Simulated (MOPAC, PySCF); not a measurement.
H6B2Se2, SMILES `[SeH+]1[BH2-][SeH+][BH2-]1`, neutral singlet in the gas phase. 

Z-matrix (Å, degrees):
```
B
H 1 1.2037
H 1 1.2038 2 118.10
Se 1 2.1126 2 110.47 3 -126.77
H 4 1.4683 1 97.68 2 -18.30
B 4 2.1126 5 97.68 1 83.82
H 6 1.2037 4 110.47 5 18.30
H 6 1.2038 7 118.10 4 -126.77
Se 1 2.1138 2 109.59 3 127.37
H 9 1.4681 1 97.76 2 -147.24
```
Charge 0, multiplicity 1.

All levels are single points at this geometry (CAM-B3LYP-D3(BJ)/def2-SVP); Pople sets use spherical d functions. Orbital energies aren't observables, and empty levels follow the basis.

PBE-D3(BJ)/def2-TZVP in PySCF gives gap (eV) = 5.21.

Problem. Estimate the gap (eV) from each of these levels: CAM-B3LYP-D3(BJ)/def2-TZVP in PySCF; B3LYP/3-21G in PySCF; SVWN5/6-31G* in PySCF; PM3 in MOPAC; PM6 in MOPAC.

Solution. 
```tsv
level	gap (eV)
CAM-B3LYP-D3(BJ)/def2-TZVP in PySCF	9.43
B3LYP/3-21G in PySCF	7.05
SVWN5/6-31G* in PySCF	5.29
PM3 in MOPAC	8.73
PM6 in MOPAC	8.54
```
